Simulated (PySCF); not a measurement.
# Polarisability and C₆ of Pb (lead, neutral)

[Xe] 4f14 5d10 6s1 6p3, high-spin 5S determinant (an excited configuration). Calculation: PySCF 2.14, in aug-cc-pwCVTZ-PP with ECP60MDF (8s7p6d4f1g, 96 functions); a scalar-relativistic core potential. Coupled (time-dependent) response in atomic units; α is the mean over directions.

| method | mean α (bohr³) | C₆ (like pair) | S(−4) |
| --- | --- | --- | --- |
| UHF | 55.55 | 664.1 | 912.7 |
| PBE | 63.53 | 777.3 | 1363 |
| PBE0 | 59.77 | 722.6 | 1145 |

S(−4) is the Cauchy moment in α(ω) = α(0) + S(−4) ω² + …

α(iu) at UHF:

```
u (hartree)  α(iu) (bohr³)
          0          55.55
     0.0500          53.39
      0.100          47.99
      0.200          35.19
      0.300          25.42
      0.500          14.78
      0.750          9.110
       1.00          6.427
       1.50          3.922
       2.00          2.726
       3.00          1.564
       5.00         0.7068
```

A single London oscillator, α(iu) = α/(1 + u²/ω²), gives C₆ = (3/4) ω α². Matching the computed C₆ needs ω = 4 × 664.1 / (3 × 55.55²) = 0.287 hartree.

Energies and moments cover only the electrons outside the core potential. Spin-orbit coupling, which splits the p, d and f shells strongly at this Z, is absent. Spin-orbit coupling is strong in this species (close to jj coupling), so the high-spin LS determinant is a model state, not a physical level.
